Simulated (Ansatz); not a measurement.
Be₃O₃, relaxed as a singlet with RKS r2SCAN-D4/def2-SVP in Ansatz, starting from the GFN2-xTB geometry. Force threshold 0.02 eV/Å.

The structure holds 2 bond(s) between oxygen atoms. Another isomer (singlet) lies 13.54 eV lower at PBE0-D4/def2-TZVP; other spin states weren't run for this one.

Start:

Cartesian coordinates in Å:
```
Be 0.164 1.327 0.795
Be -1.444 1.118 -0.171
Be 1.298 -0.214 0.576
O 1.087 -0.731 -0.849
O 0.000 -1.184 -0.095
O -1.105 -0.317 -0.256
```

Task: Estimate the energy that the relaxation releases and the steps that it takes.

Result: 1.27 eV, in 9 steps; 11 s on 4 threads of Intel Xeon Platinum 8488C on a shared host. No frequencies were taken in this run, so the end may be a saddle point.

Task: Does the start keep its bonding?

Result: Bonds lost: Be3–O5 (atoms count from 1).

Task: Predict the relaxed structure.

Result: 
```csv
atom,x (Å),y (Å),z (Å)
Be1,0.299,1.663,1.092
Be2,-1.264,0.767,0.110
Be3,1.417,0.114,0.342
O4,1.062,-0.976,-0.659
O5,-0.259,-1.146,-0.045
O6,-1.256,-0.421,-0.839
```
Bond lengths (bridged metal pairs left out): 2 × Be–Be 2.05 Å; 2 × O–O 1.47 Å; 2 × Be–O 1.52 Å.
